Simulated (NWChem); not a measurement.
System: N₂H₃, doublet; SMILES [NH]N

Here is an NWChem input.

```
start job
memory heap 200 mb stack 900 mb global 1100 mb
geometry units angstroms noautosym nocenter noautoz
  N     -0.117564    -0.749411     0.004382
  N     -0.014151     0.582869    -0.062414
  H      0.836710    -1.109910    -0.044328
  H      0.833011     1.052962     0.228809
  H     -0.865213     1.070476     0.167715
end
basis spherical
  N library 6-31g*
  H library 6-31g*
end
dft
  odft
  mult 2
  xc xctpssh
  iterations 150
end
property
  hyperfine
end
task dft property
```

Excerpt of the output:

```
             Northwest Computational Chemistry Package (NWChem) 7.3.0
             --------------------------------------------------------

                             Geometry "geometry" -> ""
                             -------------------------

 Output coordinates in angstroms (scale by  1.889725989 to convert to a.u.)

  No.       Tag          Charge          X              Y              Z
 ---- ---------------- ---------- -------------- -------------- --------------
    1 N                    7.0000    -0.11756400    -0.74941100     0.00438200
    2 N                    7.0000    -0.01415100     0.58286900    -0.06241400
    3 H                    1.0000     0.83671000    -1.10991000    -0.04432800
    4 H                    1.0000     0.83301100     1.05296200     0.22880900
    5 H                    1.0000    -0.86521300     1.07047600     0.16771500

 Effective nuclear repulsion energy (a.u.)      36.7286128386

                              NWChem Property Module
                              ----------------------

  itol2e modified to match energy
  convergence criterion.

                                 NWChem DFT Module
                                 -----------------

 Summary of "ao basis" -> "ao basis" (spherical)
 ------------------------------------------------------------------------------
       Tag                 Description            Shells   Functions and Types
 ---------------- ------------------------------  ------  ---------------------
 N                           6-31g*                  6       14   3s2p1d
 H                           6-31g*                  2        2   2s

  itol2e modified to match energy
  convergence criterion.

            General Information
            -------------------
          SCF calculation type: DFT
          Wavefunction type:  spin polarized.
          No. of atoms     :     5
          No. of electrons :    17
           Alpha electrons :     9
            Beta electrons :     8
          Charge           :     0
          Spin multiplicity:     2
          Use of symmetry is: off; symmetry adaption is: off
          Maximum number of iterations: 150
          AO basis - number of functions:    34
                     number of shells:    18
          Convergence on energy requested:  1.00D-07
          Convergence on density requested:  1.00D-05
          Convergence on gradient requested:  5.00D-04

              XC Information
              --------------
                  TPSS hybrid Method XC Functional
                     Hartree-Fock (Exact) Exchange  0.100
                  TPSS metaGGA Exchange Functional  0.900
             TPSS03 metaGGA Correlation Functional  1.000

             Grid Information
             ----------------
          Grid used for XC integration:  fine
          Radial quadrature: Mura-Knowles
          Angular quadrature: Lebedev.
          Tag              B.-S. Rad. Rad. Pts. Rad. Cut. Ang. Pts.
          ---              ---------- --------- --------- ---------
          N                   0.65       70           7.0       590
          H                   0.35       60           8.0       590
          Grid pruning is: on
          Number of quadrature shells:   320
          Spatial weights used:  Erf1

      Superposition of Atomic Density Guess
      -------------------------------------

 Sum of atomic energies:        -110.08217411

      Non-variational initial energy
      ------------------------------

 Total energy =    -110.877178
 1-e energy   =    -221.280284
 2-e energy   =      73.674494
 HOMO         =      -0.126839
 LUMO         =       0.136664

   convergence    iter        energy       DeltaE   RMS-Dens  Diis-err
 ---------------- ----- ----------------- --------- --------- ---------
 d= 0,ls=0.0,diis     1   -111.1880790783 -1.48D+02  9.39D-03  5.78D-02
                                                     1.04D-02  6.34D-02
 d= 0,ls=0.0,diis     2   -111.1904099309 -2.33D-03  5.70D-03  7.62D-02
                                                     6.16D-03  6.71D-02
 d= 0,ls=0.0,diis     3   -111.2178532490 -2.74D-02  1.16D-03  8.72D-03
                                                     1.74D-03  1.02D-02
 d= 0,ls=0.0,diis     4   -111.2219910857 -4.14D-03  3.15D-04  1.93D-04
                                                     2.71D-04  1.29D-04
 d= 0,ls=0.0,diis     5   -111.2220632817 -7.22D-05  1.51D-04  3.01D-05
                                                     8.95D-05  1.03D-05
  Resetting Diis
 d= 0,ls=0.0,diis     6   -111.2220729799 -9.70D-06  4.61D-05  5.50D-06
                                                     5.35D-05  4.99D-06
 d= 0,ls=0.0,diis     7   -111.2220757573 -2.78D-06  3.31D-05  5.62D-07
                                                     1.97D-05  1.81D-07
 d= 0,ls=0.0,diis     8   -111.2220757233  3.40D-08  1.31D-05  4.80D-07
                                                     1.72D-05  6.78D-07
 d= 0,ls=0.0,diis     9   -111.2220759857 -2.62D-07  5.04D-06  6.78D-08
                                                     2.83D-06  2.31D-08
 d= 0,ls=0.0,diis    10   -111.2220760063 -2.06D-08  3.49D-06  7.87D-09
                                                     2.60D-06  6.45D-09

         Total DFT energy =     -111.222076006309
      One electron energy =     -222.998733593954
           Coulomb energy =       89.980838179079
    Exchange-Corr. energy =      -14.932793430016
 Nuclear repulsion energy =       36.728612838583

 Numeric. integr. density =       16.999999882119

                    DFT Final Alpha Molecular Orbital Analysis
                    ------------------------------------------

 Vector    7  Occ=1.000000D+00  E=-3.608546D-01
              MO Center= -4.3D-02,  4.5D-02, -7.5D-02, r^2= 1.1D+00
   Bfn.  Coefficient  Atom+Function         Bfn.  Coefficient  Atom+Function
  ----- ------------  ---------------      ----- ------------  ---------------
    19      0.458539  2 N  pz                 5      0.390427  1 N  pz
    23      0.314033  2 N  pz                 9      0.234126  1 N  pz
    20     -0.087019  2 N  s                 16     -0.070030  2 N  s
    18     -0.062590  2 N  py                22     -0.062310  2 N  py
     3     -0.049483  1 N  px                 4      0.046788  1 N  py

 Vector    8  Occ=1.000000D+00  E=-2.618603D-01
              MO Center= -2.0D-01, -6.7D-01, -4.2D-03, r^2= 1.2D+00
   Bfn.  Coefficient  Atom+Function         Bfn.  Coefficient  Atom+Function
  ----- ------------  ---------------      ----- ------------  ---------------
     3      0.462420  1 N  px                 6     -0.423596  1 N  s
     7      0.309963  1 N  px                 4      0.195885  1 N  py
     2     -0.194067  1 N  s                 29      0.170211  3 H  s
    30      0.166282  3 H  s                 32     -0.159022  4 H  s
     8      0.151032  1 N  py                18     -0.130894  2 N  py

 Vector    9  Occ=1.000000D+00  E=-1.526014D-01
              MO Center= -5.8D-02, -1.8D-01, -6.2D-02, r^2= 1.3D+00
   Bfn.  Coefficient  Atom+Function         Bfn.  Coefficient  Atom+Function
  ----- ------------  ---------------      ----- ------------  ---------------
     5      0.533437  1 N  pz                 9      0.473901  1 N  pz
    19     -0.426666  2 N  pz                23     -0.408304  2 N  pz
    20      0.151952  2 N  s                 32     -0.082930  4 H  s
    22      0.069754  2 N  py                16      0.063420  2 N  s
    31     -0.060224  4 H  s                 34     -0.053951  5 H  s

 Vector   10  Occ=0.000000D+00  E= 7.034883D-02
              MO Center=  5.0D-01,  7.6D-01,  2.2D-01, r^2= 3.1D+00
   Bfn.  Coefficient  Atom+Function         Bfn.  Coefficient  Atom+Function
  ----- ------------  ---------------      ----- ------------  ---------------
    20      1.365019  2 N  s                 32     -1.254776  4 H  s
    34     -0.760118  5 H  s                 30     -0.581413  3 H  s
     6      0.388581  1 N  s                 22      0.374601  2 N  py
    23      0.271390  2 N  pz                 7      0.215957  1 N  px
     8     -0.199484  1 N  py                16      0.183008  2 N  s

 Vector   11  Occ=0.000000D+00  E= 1.138903D-01
              MO Center=  5.2D-02, -4.7D-02,  8.0D-02, r^2= 4.2D+00
   Bfn.  Coefficient  Atom+Function         Bfn.  Coefficient  Atom+Function
  ----- ------------  ---------------      ----- ------------  ---------------
    30      1.251972  3 H  s                 34     -1.227968  5 H  s
     6     -1.047737  1 N  s                 20      0.907981  2 N  s
    21     -0.507767  2 N  px                 7     -0.459574  1 N  px
     3     -0.226781  1 N  px                17     -0.226010  2 N  px
    32      0.202991  4 H  s                  2     -0.117068  1 N  s

[...]

          ----------------------
          Hyperfine Interactions
          ----------------------

 Total Spin Density (Fermi Contact Term)
 ------------------ --------------------
     Atom            x         y         z       Density (a.u.)      Aiso(MHz)     Aiso(Gauss)
     1  14-N     -0.22216  -1.41618   0.00828       0.132485         42.806632      15.274445
     2  14-N     -0.02674   1.10146  -0.11795       0.094995         30.693310      10.952118
     3   1-H      1.58115  -2.09743  -0.08377      -0.010618        -47.460653     -16.935113
     4   1-H      1.57416   1.98981   0.43239       0.001770          7.912790       2.823476
     5   1-H     -1.63502   2.02291   0.31694      -0.001987         -8.882481      -3.169485

           -------------------------------------------
           Anisotropic Interaction (Spin-Dipolar Term)
           -------------------------------------------

 ------------------------------------------------------------
     Atom            x         y         z
 ------------------------------------------------------------
     1  14-N     -0.22216  -1.41618   0.00828

   Spin-Dipolar term (a.u.)
        xx             yy             zz             xy             xz             yz
 ------------------------------------------------------------------------------------------
      -0.862679      -0.850417       1.713096      -0.022045       0.070505      -0.057779

   Principal Comp. of -hf- tensor (au)            Anisotropic -hfcc- (MHz)               Anisotropic -hfcc- (Gauss)
 --------------------------------------------------------------------------------------------------------------------------
     -0.879615    -0.836736     1.716351     -33.924768   -32.271035    66.195804     -12.105181   -11.515088    23.620269

   Orientation of the principal axis of Hyperfine Tensor w.r.t absolute (molecular) frame
 --------------------------------------------------------------------------------------------------------------------------
      0.806290    -0.590879     0.027515
      0.591455     0.806017    -0.022733
     -0.008745     0.034603     0.999363

 ------------------------------------------------------------
     Atom            x         y         z
 ------------------------------------------------------------
     2  14-N     -0.02674   1.10146  -0.11795

   Spin-Dipolar term (a.u.)
        xx             yy             zz             xy             xz             yz
 ------------------------------------------------------------------------------------------
      -0.373455      -0.315231       0.688686       0.010118      -0.047656      -0.173521

   Principal Comp. of -hf- tensor (au)            Anisotropic -hfcc- (MHz)               Anisotropic -hfcc- (Gauss)
 --------------------------------------------------------------------------------------------------------------------------
     -0.375760    -0.344239     0.719999     -14.492211   -13.276528    27.768739      -5.171173    -4.737387     9.908560

   Orientation of the principal axis of Hyperfine Tensor w.r.t absolute (molecular) frame
 --------------------------------------------------------------------------------------------------------------------------
      0.996820     0.066128    -0.044470
     -0.072632     0.983520    -0.165569
      0.032789     0.168273     0.985195

 ------------------------------------------------------------
     Atom            x         y         z
 ------------------------------------------------------------
     3   1-H      1.58115  -2.09743  -0.08377

   Spin-Dipolar term (a.u.)
        xx             yy             zz             xy             xz             yz
 ------------------------------------------------------------------------------------------
       0.072590      -0.052549      -0.020041      -0.060099      -0.002058       0.000508

   Principal Comp. of -hf- tensor (au)            Anisotropic -hfcc- (MHz)               Anisotropic -hfcc- (Gauss)
 --------------------------------------------------------------------------------------------------------------------------
      0.096816    -0.076738    -0.020077      51.656204   -40.943815   -10.712389      18.432187   -14.609747    -3.822440

   Orientation of the principal axis of Hyperfine Tensor w.r.t absolute (molecular) frame
 --------------------------------------------------------------------------------------------------------------------------
      0.927548     0.373415     0.014704
     -0.373273     0.927650    -0.011567
     -0.017959     0.005240     0.999825

 ------------------------------------------------------------
     Atom            x         y         z
 ------------------------------------------------------------
     4   1-H      1.57416   1.98981   0.43239

   Spin-Dipolar term (a.u.)
        xx             yy             zz             xy             xz             yz
 ------------------------------------------------------------------------------------------
       0.020383      -0.008769      -0.011613       0.036994       0.011368       0.005705

   Principal Comp. of -hf- tensor (au)            Anisotropic -hfcc- (MHz)               Anisotropic -hfcc- (Gauss)
 --------------------------------------------------------------------------------------------------------------------------
      0.048227    -0.034094    -0.014133      25.731482   -18.190703    -7.540780       9.181617    -6.490884    -2.690733

   Orientation of the principal axis of Hyperfine Tensor w.r.t absolute (molecular) frame
 --------------------------------------------------------------------------------------------------------------------------
      0.811205    -0.571538    -0.123653
      0.547173     0.816487    -0.184256
      0.206270     0.081810     0.975069

 ------------------------------------------------------------
     Atom            x         y         z
 ------------------------------------------------------------
     5   1-H     -1.63502   2.02291   0.31694

   Spin-Dipolar term (a.u.)
        xx             yy             zz             xy             xz             yz
 ------------------------------------------------------------------------------------------
       0.018441      -0.005171      -0.013270      -0.037074      -0.011152       0.004501

   Principal Comp. of -hf- tensor (au)            Anisotropic -hfcc- (MHz)               Anisotropic -hfcc- (Gauss)
 --------------------------------------------------------------------------------------------------------------------------
      0.047774    -0.032763    -0.015011      25.490150   -17.480846    -8.009304       9.095504    -6.237590    -2.857914

   Orientation of the principal axis of Hyperfine Tensor w.r.t absolute (molecular) frame
 --------------------------------------------------------------------------------------------------------------------------
      0.796970     0.601695     0.052927
     -0.574044     0.781768    -0.243541
     -0.187914     0.163713     0.968445
```

Level: TPSSh/6-31G* (spherical d), spin-unrestricted, contact and dipolar terms. Geometry: optimised at PBE0-D3(BJ)/def2-TZVP, spin-unrestricted. No stability test was run on the SCF state.
